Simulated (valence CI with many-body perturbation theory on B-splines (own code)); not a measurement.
Re LXI: calculated level list

Level of theory: relativistic CI+MBPT: five valence electrons over a frozen Dirac-Fock core [Ne], radial functions for each j: 11 s, 11 p, 10 d, 8 f, 5 g, 2 h, with the one-electron correlation potential Σ1, the two-electron term Σ2, the three-electron term Σ3, Breit, model QED; selected CI, second order for the rest, scaled by the run's own slope (own B-spline code, finite nucleus).

The last digits are not significant, and no measured levels were compared; by estimate large intervals hold to a few tenths of a per cent, small ones and those within an open d or f shell to about a per cent. Among the levels kept, up to 3100 cm⁻¹ of a level comes from second order outside the variational space, and about a tenth of that is noise between levels of different J, which matters for small intervals.

Levels 91 to 135 of 169, with energies above the lowest level, (3s^2 3p1/2^2 3p3/2) J=3/2. "Leading %" is the weight of the configuration and term that name the level; weights of strongly mixed levels are sums over their largest components and can fall short. In the jj column 3d3/2^4 stands for four electrons in 3d with j = 3/2. Lifetimes count E1, E2, E3, M1 and M2 decay at the calculated energies, and are blank where another channel may lead or the interval is too uncertain; long ones can be off by a factor of two.

```tsv
No.	Configuration	Term	J	E (Ry)	Leading %	Lifetime	g	Leading jj
91	3s 3p3 3d	4P°	5/2	86.279	26	322 fs	1.330	3s 3p1/2 3p3/2^2 3d3/2 (91 %)
92	3s 3p3 3d	4D°	1/2	86.500	55	406 fs	0.579	3s 3p1/2 3p3/2^2 3d3/2 (82 %)
93	3s 3p3 3d	4P°	3/2	86.956	31	240 fs	1.464	3s 3p1/2 3p3/2^2 3d3/2 (89 %)
94	3s 3p3 3d	4F°	3/2	87.370	32	268 fs	0.880	3s 3p1/2 3p3/2^2 3d3/2 (94 %)
95	3s 3p3 3d	2F°	5/2	87.423	27	323 fs	1.035	3s 3p1/2 3p3/2^2 3d3/2 (96 %)
96	3s 3p3 3d	2G°	7/2	87.522	60	262 fs	1.031	3s 3p1/2 3p3/2^2 3d3/2 (93 %)
97	3s 3p3 3d	2F°	5/2	87.815	31	255 fs	1.029	3s 3p1/2 3p3/2^2 3d3/2 (94 %)
98	3s 3p3 3d	2P°	3/2	89.084	24	251 fs	1.270	3s 3p1/2 3p3/2^2 3d3/2 (80 %)
99	3s 3p3 3d	6D°	9/2	89.090	44	1.92 ps	1.359	3s 3p1/2 3p3/2^2 3d5/2 (97 %)
100	3s 3p3 3d	2P°	1/2	89.164	44	170 fs	0.787	3s 3p1/2 3p3/2^2 3d3/2 (91 %)
101	3s 3p3 3d	2F°	5/2	89.174	18	207 fs	1.020	3s 3p1/2 3p3/2^2 3d3/2 (74 %)
102	3s 3p2 3d2	4F	9/2	89.257	29	1.92 ps	1.261	3s 3p1/2^2 3d5/2^2 (95 %)
103	3s 3p3 3d	4D°	7/2	89.468	46	1.21 ps	1.355	3s 3p1/2 3p3/2^2 3d5/2 (93 %)
104	3p5	2P°	3/2	89.642	11	166 fs	1.055	3s 3p1/2 3p3/2^2 3d3/2 (56 %)
105	3s 3p3 3d	4D°	1/2	89.658	17	178 fs	0.906	3s 3p1/2 3p3/2^2 3d3/2 (82 %)
106	3s 3p2 3d2	2D	5/2	90.236	20	1.62 ps	1.350	3s 3p1/2^2 3d5/2^2 (97 %)
107	3s 3p2 3d2	2F	7/2	90.668	24	1.80 ps	1.081	3s 3p1/2^2 3d5/2^2 (96 %)
108	3s 3p3 3d	4G°	11/2	90.861	97	2.37 ps	1.258	3s 3p1/2 3p3/2^2 3d5/2 (97 %)
109	3s 3p3 3d	4F°	9/2	90.991	58	1.70 ps	1.246	3s 3p1/2 3p3/2^2 3d5/2 (94 %)
110	3s 3p3 3d	4D°	1/2	91.045	37	1.12 ps	0.981	3s 3p1/2 3p3/2^2 3d5/2 (89 %)
111	3s 3p2 3d2	2D	3/2	91.131	23	1.58 ps	1.076	3s 3p1/2^2 3d5/2^2 (95 %)
112	3s 3p3 3d	4D°	5/2	91.987	40	887 fs	1.310	3s 3p1/2 3p3/2^2 3d5/2 (91 %)
113	3s 3p3 3d	2S°	1/2	92.309	34	486 fs	1.321	3s 3p1/2 3p3/2^2 3d5/2 (72 %)
114	3s2 3p 3d2	2G°	7/2	92.364	20	286 fs	1.075	3s^2 3p3/2 3d3/2^2 (51 %)
115	3s 3p3 3d	4D°	3/2	92.415	28	622 fs	1.178	3s 3p1/2 3p3/2^2 3d5/2 (91 %)
116	3s 3p2 3d2	4P	1/2	92.572	43	1.37 ps	2.008	3s 3p1/2^2 3d5/2^2 (95 %)
117	3s 3p3 3d	4P°	5/2	92.710	20	438 fs	1.256	3s 3p1/2 3p3/2^2 3d5/2 (75 %)
118	3s 3p3 3d	2F°	7/2	92.803	44	290 fs	1.088	3s 3p1/2 3p3/2^2 3d5/2 (49 %)
119	3s2 3p 3d2	4F°	5/2	92.987	22	144 fs	1.071	3s^2 3p3/2 3d3/2^2 (54 %)
120	3s2 3p 3d2	4F°	3/2	93.149	17	141 fs	1.050	3s^2 3p3/2 3d3/2^2 (48 %)
121	3s2 3p 3d2	4D°	1/2	93.183	44	138 fs	0.521	3s^2 3p3/2 3d3/2^2 (53 %)
122	3s 3p3 3d	4D°	7/2	93.393	24	476 fs	1.220	3s 3p1/2 3p3/2^2 3d5/2 (83 %)
123	3s 3p3 3d	2P°	3/2	93.427	33	357 fs	1.292	3s 3p1/2 3p3/2^2 3d5/2 (71 %)
124	3s 3p3 3d	2G°	9/2	93.538	62	574 fs	1.127	3s 3p1/2 3p3/2^2 3d5/2 (75 %)
125	3s 3p3 3d	4D°	5/2	93.685	32	507 fs	1.184	3s 3p1/2 3p3/2^2 3d5/2 (86 %)
126	3s 3p3 3d	2D°	5/2	94.238	32	798 fs	1.149	3s 3p1/2 3p3/2^2 3d5/2 (89 %)
127	3s 3p3 3d	4D°	7/2	94.354	35	309 fs	1.235	3s 3p1/2 3p3/2^2 3d5/2 (96 %)
128	3s2 3p 3d2	2P°	3/2	94.571	20	197 fs	1.260	3s^2 3p3/2 3d3/2^2 (52 %)
129	3s 3p3 3d	2F°	7/2	94.680	43	448 fs	1.184	3s 3p1/2 3p3/2^2 3d5/2 (82 %)
130	3s 3p3 3d	2P°	3/2	94.715	28	227 fs	1.166	3s 3p1/2 3p3/2^2 3d5/2 (52 %)
131	3s 3p3 3d	2D°	5/2	94.884	38	516 fs	1.153	3s 3p1/2 3p3/2^2 3d5/2 (89 %)
132	3s 3p3 3d	2S°	1/2	95.339	27	466 fs	1.188	3s 3p1/2 3p3/2^2 3d5/2 (76 %)
133	3s 3p3 3d	2D°	3/2	95.718	37	252 fs	1.091	3s 3p1/2 3p3/2^2 3d5/2 (82 %)
134	3s 3p3 3d	2D°	5/2	96.198	29	276 fs	1.083	3s 3p1/2 3p3/2^2 3d5/2 (82 %)
135	3s 3p3 3d	2D°	3/2	96.294	25	348 fs	1.178	3s 3p1/2 3p3/2^2 3d5/2 (75 %)
```

Where two levels of one J and parity lie close, their mixing, g and order are uncertain.
